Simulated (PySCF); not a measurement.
An unknown is described by computed data only.

Formula: C3H10OSi2.

- Valence photoelectron: vertical ionisation energy: 9.69 eV [ΔSCF CAM-B3LYP/def2-SVPD]
- XPS: Si2p3/2 106.4, Si2p3/2 106.8, C1s 289.5 (×2), C1s 292.4, O1s 537.8, Si1s 1846.3, Si1s 1846.8 eV [ΔSCF SCAN, pcX-2 on the ionised atom, pcseg-1 elsewhere, spin-free X2C, 2p3/2 from a spin–orbit splitting computed afterwards within the 2p shell]
- Dipole: 0.89 D [CAM-B3LYP/def2-SVPD]
- Rotational structure: rotational constants A, B, C: 3.681, 1.642, 1.575 GHz [PBE0-D3(BJ)/def2-SVP]
- UV, strongest line: among the 10 lowest singlet transitions: S6 at 7.43 eV (167 nm, f = 0.118) [TDDFT CAM-B3LYP/def2-SVPD]
- 13C NMR: chemical shifts (computed TMS as zero) by class: 47.8 (1 C), -2.6 (2 C) ppm [GIAO HF/pcSseg-2]
- 1H NMR: chemical shifts (computed TMS as zero) by class: 4.98 (1 H), 4.47 (1 H), 4.42 (1 H), 3.32 (3 H), 0.41 (2 H), 0.28 (2 H) ppm [GIAO HF/pcSseg-2]
- NMR, other nuclei: isotropic shieldings of nuclei other than C and H, by class: 332 (1 O), 382 (1 Si), 420 (1 Si) ppm [GIAO HF/pcSseg-2]
- Triplet: lowest triplet excitation (Tamm–Dancoff): 6.54 eV [TDA CAM-B3LYP/def2-SVPD]

Electronic properties: PySCF, gas phase, density fitting. Levels stand in brackets. The structure is a single PBE0-D3(BJ)/def2-SVP conformer in the gas phase; no vibrational or solvent corrections. NMR classes are plain means over equivalent atoms (diastereotopic ones count apart unless rotation or inversion swaps them), as if these changed places fast.

Task: Propose a structure and show how it fits.

Result: Numbering: `[CH3:1][O:2][SiH:3]1[CH2:4][SiH2:5][CH2:6]1`. Its formula, C3H10OSi2, gives 1 degree of unsaturation: 1 ring and 0 π bonds in the structure found. 3 carbons fall into 2 classes; from least to most shielded: methoxy carbon [C1] (47.8 ppm), ring sp3 carbon bound to silicon [C4/C6] (-2.6 ppm, 2 C). Hydrogen classes from least to most shielded: 1 H on an oxygen-bound silicon, Si3 (4.98 ppm), 1 H on an SiH2 silicon, Si5 (4.47 ppm), 1 H on an SiH2 silicon, Si5 (4.42 ppm), 3 H on a methoxy carbon, C1 (3.32 ppm), 2 H on 2 like atoms (sp3 carbon bound to silicon), C4/C6 (0.41 ppm), 2 H on 2 like atoms (sp3 carbon bound to silicon), C4/C6 (0.28 ppm). The other shieldings belong to: 332 ppm, silyl ether oxygen [O2]; 382 ppm, oxygen-bound silicon [Si3]; 420 ppm, SiH2 silicon [Si5]. The core levels belong to: Si2p3/2 106.4 eV, SiH2 silicon [Si5]; Si2p3/2 106.8 eV, oxygen-bound silicon [Si3]; C1s 289.5 eV, sp3 carbon bound to silicon [C4/C6]; C1s 292.4 eV, methoxy carbon [C1]; O1s 537.8 eV, silyl ether oxygen [O2]; Si1s 1846.3 eV, SiH2 silicon [Si5]; Si1s 1846.8 eV, oxygen-bound silicon [Si3]. One atom of each topological class was ionised and stands for its class. The first electron is taken from the HOMO, whose largest Löwdin shares are 0.18 on an sp3 carbon bound to silicon, 0.17 on an sp3 carbon bound to silicon, 0.15 on the oxygen-bound silicon and 0.14 on the SiH2 silicon. By its constants the optimised geometry is an asymmetric top. Structure: `C1[SiH](C[SiH2]1)OC`. Computed isomers that give other values at the same levels: `C=CO[SiH2]C[SiH3]` (rotational constant A: 11.986 GHz; this holds for the one conformer computed); `C=C[Si@@H](C)O[SiH3]` (rotational constant A: 2.730 GHz; this holds for the one conformer computed). The assignments are read from this structure; whether some other isomer fits the data as well wasn't checked.

Shape of the structure used: `[CH3:1][O:2][SiH:3]1[CH2:4][SiH2:5][CH2:6]1`: C1–O2–Si3–C4 -52°.
